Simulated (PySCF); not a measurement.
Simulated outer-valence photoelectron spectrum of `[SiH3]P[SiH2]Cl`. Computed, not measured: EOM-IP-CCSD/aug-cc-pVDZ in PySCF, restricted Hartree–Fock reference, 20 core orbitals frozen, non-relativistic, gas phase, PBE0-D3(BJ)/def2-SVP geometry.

Each root has a Gaussian of 0.3 eV full width with its one-hole share as area; cross sections and vibrations are left out, and the highest printed point is 100.

```csv
ionisation energy (eV),intensity
9.1,0
9.2,2
9.3,11
9.4,32
9.5,52
9.6,46
9.7,22
9.8,6
9.9,1
10.0,0
10.1,0
10.2,0
10.3,1
10.4,6
10.5,22
10.6,46
10.7,52
10.8,32
10.9,11
11.0,3
11.1,7
11.2,24
11.3,48
11.4,53
11.5,41
11.6,44
11.7,54
11.8,43
11.9,21
12.0,16
12.1,33
12.2,52
12.3,44
12.4,21
12.5,6
12.6,8
12.7,31
12.8,74
12.9,100
13.0,78
13.1,35
13.2,10
13.3,11
13.4,31
13.5,51
13.6,46
13.7,22
13.8,6
13.9,1
```

Where are the maxima, and how many lines lie under the curve?

7 maxima, at 9.5, 10.7, 11.4, 11.7, 12.2, 12.9 and 13.5 eV, from 8 lines. At this width some lines have no maximum of their own.

List the lines with their holes.

```csv
E (eV),leading hole (HF orbital),area,Koopmans (eV)
9.53,HOMO,0.95,10.05
10.67,HOMO-1,0.95,11.33
11.36,HOMO-2,0.95,12.28
11.72,HOMO-3,0.94,12.60
12.22,HOMO-4,0.94,13.11
12.87,HOMO-5,0.94,13.80
12.94,HOMO-6,0.94,13.89
13.53,HOMO-7,0.94,14.54
```

The widest gap, 1.14 eV, lies between 9.53 and 10.67 eV. Only orbitals with −ε under 21 eV, eight at most, were ionised, so the high end of the curve may lack lines.

Time: 4.5 min wall; peak memory 2.9 GiB. Hardware: Arm Neoverse V1, one thread, no GPU (shared host).

The values belong to the conformer `[SiH3:1][PH:2][SiH2:3][Cl:4]`: Si1–P2–Si3–Cl4 43°.
